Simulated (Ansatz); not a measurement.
`BBBr`, charge 0, multiplicity 1.

(1) Give a relaxed structure at PBE0-D4/def2-TZVP (Ansatz 0.2.0). (An estimate is asked.)

Answers

(1) Computed: 
```xyz
6

B     0.184    0.107    0.856
B    -0.103    0.193   -0.762
Br   -0.601   -1.501   -1.513
H     1.270   -0.161    1.285
H    -0.696    0.253    1.656
H    -0.054    1.110   -1.522
```
Point group Cs.
